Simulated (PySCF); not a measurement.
# Reading the logs of faulty runs: AlGeH4NO

Calculated results; nothing here was measured. They come from PySCF 2.14.0, an open-source quantum chemistry program, on an isolated molecule that a program drew, which may never have been made. The molecule is AlGeH4NO (charge 0, singlet), drawn as the SMILES string `[NH2][AlH][O][GeH]`.

Each row is a Hartree-Fock (HF) and frozen-core CCSD(T) single point in the cc-pV(D+d)Z basis, meant for a local HF minimum. Run 1 is clean. Each other run has one planted mistake out of seven kinds, and not every kind appears here: one electron removed, one electron added, multiplicity raised by two, geometry at a saddle point, minimal basis STO-3G, one bond length entered in bohr, all coordinates scaled. The reference is restricted for singlets and unrestricted otherwise, and also for a bond in bohr. Adding or removing an electron swaps singlet and doublet. Electrons count all cores. HOMO and LUMO are orbital energies over both spins, the gradient is its largest component, and the lowest frequency (negative if imaginary) is given only where the gradient is small. Bond lengths are over the 7 bonds as drawn. T1 is the CCSD diagnostic: over 0.02 (restricted) or 0.045 (unrestricted) a single reference is doubtful. Germanium has the cc-pVDZ-PP basis, with a core potential (ECP10MDF) in place of its 10 inner electrons, and its 3s, 3p and 3d shells are frozen in CCSD(T).

Geometry of the clean run:
```xyz
8
AlGeH4NO, angstrom
N     2.2617   -0.8536   -1.6113
Al    1.9962   -2.2270   -0.5419
O     0.9651   -2.0752    0.7806
Ge   -0.1324   -1.9774    2.1629
H     1.8410    0.0522   -1.5248
H     2.8649   -0.8701   -2.4123
H     2.7384   -3.5837   -0.8270
H    -1.4573   -2.4474    1.3911
```

```
run,electrons,basis functions,<S^2>,HOMO (eV),LUMO (eV),gradient (hartree/bohr),lowest frequency (cm^-1),mean bond (Å),longest bond (Å),T1,HF (hartree),CCSD(T) (hartree),mistake
1,64,94,0.000,-8.88,1.06,3.4e-05,62,1.4848,1.768,0.0176,-667.03959,-667.58649,no fault
2,63,94,0.758,-12.29,-6.57,8.6e-02,-,1.4848,1.768,0.0778,-666.73450,-667.23589,one electron removed
3,64,94,0.000,-9.02,0.90,3.3e-02,-,1.5427,1.837,0.0196,-667.02818,-667.58285,all coordinates scaled
4,64,94,2.016,-7.24,-0.18,2.6e-02,-,1.4848,1.768,0.0206,-666.98300,-667.51147,?
```

**Which mistake was planted in run 4, and what did it cost?**

Electrons, basis and geometry are unchanged, and <S^2> is 2.016, beside S(S+1) = 2.00 for a multiplicity of 3. So the mistake is: multiplicity raised by two. Subtracting run 1 and multiplying by 627.51 kcal/mol a hartree, the energy moved by 35.5 kcal/mol in HF and 47.1 kcal/mol in CCSD(T).

Cautions from the logs. Run 2: T1 is over the limit, so its CCSD(T) energy is less reliable.
